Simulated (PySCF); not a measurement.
# Cost of excited-state runs on `C1[SiH2]C=C[N]([AlH2])C1`, C₄H₁₀AlNSi

Molfile (atoms numbered from 1):
```
C4H10AlNSi
     RDKit          3D

 17 17  0  0  0  0  0  0  0  0999 V2000
    2.6067   -0.6599   -1.0755 Al  0  0  0  0  0  3  0  0  0  0  0  0
    0.9837   -0.3378   -0.3348 N   0  0  0  0  0  0  0  0  0  0  0  0
    0.1222   -1.4054   -0.2146 C   0  0  0  0  0  0  0  0  0  0  0  0
   -1.1901   -1.3739    0.0603 C   0  0  0  0  0  0  0  0  0  0  0  0
   -2.1205    0.2383    0.0800 Si  0  0  0  0  0  4  0  0  0  0  0  0
   -0.7768    1.4098   -0.5921 C   0  0  0  0  0  0  0  0  0  0  0  0
    0.5415    0.9952    0.0465 C   0  0  0  0  0  0  0  0  0  0  0  0
    3.5757    0.5100   -1.3186 H   0  0  0  0  0  0  0  0  0  0  0  0
    2.9968   -2.0990   -1.4551 H   0  0  0  0  0  0  0  0  0  0  0  0
    0.6448   -2.3532   -0.3847 H   0  0  0  0  0  0  0  0  0  0  0  0
   -1.7071   -2.3187    0.1400 H   0  0  0  0  0  0  0  0  0  0  0  0
   -3.2744    0.2249   -0.8276 H   0  0  0  0  0  0  0  0  0  0  0  0
   -2.5429    0.6828    1.4178 H   0  0  0  0  0  0  0  0  0  0  0  0
   -0.6907    1.3269   -1.6767 H   0  0  0  0  0  0  0  0  0  0  0  0
   -0.9700    2.4560   -0.3611 H   0  0  0  0  0  0  0  0  0  0  0  0
    1.3588    1.6773   -0.2413 H   0  0  0  0  0  0  0  0  0  0  0  0
    0.4353    1.0388    1.1391 H   0  0  0  0  0  0  0  0  0  0  0  0
  1  2  1  0
  2  3  1  0
  3  4  2  0
  4  5  1  0
  5  6  1  0
  6  7  1  0
  7  2  1  0
  1  8  1  0
  1  9  1  0
  3 10  1  0
  4 11  1  0
  5 12  1  0
  5 13  1  0
  6 14  1  0
  6 15  1  0
  7 16  1  0
  7 17  1  0
M  END
```

PySCF with density fitting, on 1 thread of an Arm Neoverse N1, shared host. Command: `OMP_NUM_THREADS=1 python excited_run.py task.json out`

Task: How long does this run take, and how much memory?
- magnetisability and related constants, KT3/pcSseg-1; isotopologues; writes grids

Result: 
```
                                  run         level  basis functions  wall time  peak memory (GiB)
magnetisability and related constants  KT3/pcSseg-1              183       84 s               0.72
```
Times from a shared host are rough.
